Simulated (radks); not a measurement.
Radial electron density D(r) = 4 pi r^2 rho(r) of an atom or ion with 16 electrons. Method: scalar-relativistic Kohn-Sham, PBE, spin-unpolarised, spherical densities, point nucleus; computed with a radial shooting solver on a logarithmic mesh with Libxc functionals.

r (bohr),D(r) (e/bohr)
0.007222,1.438
0.008274,1.822
0.009479,2.296
0.01095,2.916
0.01254,3.631
0.01437,4.487
0.01646,5.499
0.01901,6.747
0.02178,8.093
0.02496,9.585
0.02882,11.28
0.03302,12.94
0.03783,14.57
0.04334,16.05
0.05005,17.32
0.05734,18.11
0.0657,18.38
0.07587,18.05
0.08693,17.16
0.09959,15.87
0.1141,14.40
0.1318,13.00
0.151,12.19
0.173,12.11
0.1998,12.91
0.2289,14.32
0.2622,15.94
0.3004,17.24
0.3469,17.67
0.3975,16.86
0.4554,14.85
0.5259,11.82
0.6025,8.714
0.6903,5.992
0.7908,4.087
0.9133,3.091
1.046,2.923
1.199,3.124
1.384,3.310
1.586,3.203
1.817,2.774
2.082,2.141
2.404,1.444
2.755,0.9101
3.156,0.5553
3.645,0.3537
4.176,0.2715
4.784,0.2380
5.481,0.2115
6.33,0.1697
7.252,0.1194
8.309,0.07209
9.596,0.03551
10.99,0.01515
12.6,0.005268
14.43,0.001453
16.67,0.0002819

What is the nuclear charge?

Answer. Z = 16. The innermost maximum, from 1s, lies near gamma/Z bohr with gamma = sqrt(1 - (Z/c)^2) = 0.993, here 0.0621 bohr (found: 0.0657), and its height grows with Z. The density is that of neutral sulfur in [Ne] 3s2 3p3 4s1; the configuration itself is not fixed sharply by these data, and Z only to about a unit. D(r) has 3 maxima, at r = 0.0657, 0.339, 1.42 bohr, and minima at 0.164, 1.01 bohr, inside which lie 2.18, 10.36 electrons.
